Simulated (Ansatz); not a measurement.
`S[SiH2][SnH3]` + `CSS` → `CS[S][SnH3]` + `[SiH3]S` at 500 K and 1 bar (cleavage of the Sn–Si bond).

Isolated molecules relaxed with PBE0-D4/def2-TZVP in Ansatz; ΔE leaves out vibrations. CBS: MP2 limit from def2 TZ/QZ plus the TZ coupled-cluster correction, frozen cores. def2 core potentials past Kr. For Sn outer-core shells are correlated without core-valence functions, which leaves a few kJ/mol of doubt a bond. Each species was taken in one conformer, which may not be the lowest.

| species | CCSD(T)/CBS energy (Eh) | H − E (kJ/mol) | S (J/(mol·K)) |
| --- | --- | --- | --- |
| `S[SiH2][SnH3]` | -904.49431 | 170.0 | 426.9 |
| `CSS` | -836.00794 | 157.7 | 335.9 |
| `CS[S][SnH3]` | -1051.24276 | 209.2 | 445.4 |
| `[SiH3]S` | -689.27336 | 117.6 | 310.5 |

H − E and S are ideal-gas, rigid-rotor, harmonic terms from PBE0-D4/def2-TZVP, for one conformer and one mirror image of each species. 1 Eh = 2625.50 kJ/mol, R = 8.31446 J/(mol·K).

Task: By hand: ΔE, ΔH, ΔS and ΔG.

Result: ΔE = (-1051.24276) + (-689.27336) − (-904.49431) − (-836.00794) = -0.01387 Eh = -36.4 kJ/mol. Δ(H − E) = 209.2 + 117.6 − 170.0 − 157.7 = -0.9, so ΔH = -37.3 kJ/mol. ΔS = 445.4 + 310.5 − 426.9 − 335.9 = -6.9 J/(mol·K). ΔG = -37.3 − 500 × (-6.9)/1000 = -33.8 kJ/mol.

Task: By hand: the equilibrium constant, and the temperature at which ΔG would vanish if ΔH and ΔS stayed fixed.

Result: log₁₀ K = −ΔG/(RT ln 10) = 3.5. ΔG = 0 at ΔH/ΔS = 5406 K, far beyond where these terms or the molecules hold.

The number of gas molecules stays the same, so ΔS is small and ΔH decides. A doubt of 5 kJ/mol in ΔE shifts log₁₀ K by 0.5 here. Other conformers and mirror images would add mixing entropy, several J/(mol·K) or more a flexible species. These are equilibria of isolated gas molecules and say nothing of rates. Largest T1 diagnostic: 0.013 (customary marks: 0.02 for closed shells, 0.045 for open ones).
